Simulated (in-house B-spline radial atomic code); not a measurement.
# Pt III (Pt2+): [Kr] 4d10 4f14 5s2 (5p1/2)1 (5p3/2)4 5d9 (with a hole in an inner shell)

Level of theory: Dirac-Hartree-Fock, average of the jj configuration, Fermi nucleus of rms radius 5.427 fm; calculated with a radial B-spline atomic code at the basis-set limit.

Effective charges: Z_r = [3n² - l(l+1)]/(2<r>) from the radius, Z_e = n√(-2ε) from the energy, and Slater's rules. Values are occupation-weighted means over j. An effective charge above Z reflects the relativistic contraction of the inner shells.

```
shell  electrons   ε (eV)  <r> (bohr)    Z_r    Z_e  Slater
   1s          2   -78935     0.01715  87.46  76.17   77.70
   2s          2   -14031     0.07166  83.73  64.23   73.85
   2p          6   -12266     0.06473  77.24  60.05   73.85
   3s          2  -3381.3      0.1862  72.50  47.29   66.75
   3p          6  -2851.5      0.1869  66.87  43.43   66.75
   3d         10    -2226      0.1705  61.57  38.37   56.85
   4s          2     -782       0.415  57.83  30.33   50.25
   4p          6  -603.38      0.4399  52.29  26.64   50.25
   4d         10  -371.08      0.4675  44.92  20.89   38.85
   5s          2  -142.07      0.9638  38.91  16.16   20.70
   4f         14  -116.12      0.5113  35.20  11.69   27.45
   5p          5  -91.786       1.112  32.83  12.99   20.70
   5d          9   -32.65       1.519  22.70   7.75    8.20
```

The least bound orbital is 5d5/2 at -32.56 eV, and it is also the most diffuse (<r> = 1.53 bohr).

For the 1s electron the small component carries 8.75 % of the norm, the zero-frequency Breit interaction raises the level by 289.9 eV, self-energy by 184.7 eV, and vacuum polarisation lowers it by 37.08 eV.

The density falls to 0.001 bohr⁻³ at 3.518 bohr; Σ<r²> = 42.659 bohr² gives, by the non-relativistic formula and without the paramagnetism of open shells, a Langevin diamagnetic susceptibility of -33.79×10⁻⁶ cm³/mol.
